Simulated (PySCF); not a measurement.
# Two-component Hartree-Fock for Fe (iron, neutral)

Start: [Ar] 3d6 4s2; 3d3/2 filled at m_j = +3/2; 3d5/2 filled at m_j = -3/2, -1/2, +1/2, +3/2, +5/2. Calculated with PySCF 2.14 in x2c-TZVPall-2c with one added diffuse shell each of s, p, d type (7s8p5d1f, 63 functions): generalised Hartree-Fock with the X2C-1e Hamiltonian and a Gaussian nucleus; one run each with spin-orbit coupling (SO) switched off, then screened by Boettger's factors. This is a chosen level, not necessarily the ground level.

| spinor shell | electrons | ε, spin-free (eV) | ε, screened SO (eV) | weight of nominal j (screened SO) | rms radius, screened SO (bohr) |
| --- | --- | --- | --- | --- | --- |
| 1s1/2 | 2 | -7175.3 | -7175.2 | 1.000 | 0.0675 |
| 2s1/2 | 2 | -882.72 | -882.68 | 1.000 | 0.288 |
| 2p1/2 | 2 | -748.43 | -757.38 | 0.988 | 0.259 |
| 2p3/2 | 4 | -748.43 | -744.01 | 0.994 | 0.261 |
| 3s1/2 | 2 | -115.69 | -115.68 | 1.000 | 0.871 |
| 3p3/2 | 4 | -75.075 | -74.323 | 0.830 | 0.938 |
| 3p1/2 | 2 | -75.075 | -76.575 | 0.659 | 0.934 |
| 3d5/2 | 5 | -17.357 | -18.319 | 0.588 | 1.21 |
| 3d3/2 | 1 | -17.357 | -12.543 | 0.789 | 1.35 |
| 4s1/2 | 2 | -7.170 | -7.169 | 1.000 | 3.49 |

```json
{"quantity": "E (hartree)", "spin-free": "-1271.32380", "screened SO": "-1271.34550"}
{"quantity": "M_J", "spin-free": "4", "screened SO": "4"}
{"quantity": "⟨J²⟩", "spin-free": "20.024", "screened SO": "20.024"}
{"quantity": "⟨L²⟩", "spin-free": "6.006", "screened SO": "6.012"}
{"quantity": "⟨S²⟩", "spin-free": "6.018", "screened SO": "6.014"}
```

Each row is a mean over spinors that exchange with the open shell spreads, by up to 15.232 eV (3p3/2).

Rows whose weight is well below 1 are mixtures of j = l ± 1/2: exchange outweighs spin-orbit coupling there, and the label is only the starting occupation.

Without spin-orbit coupling the j labels of p, d and f shells carry no meaning; the spin-free column gives the mean over the occupied spinors of each nl shell.
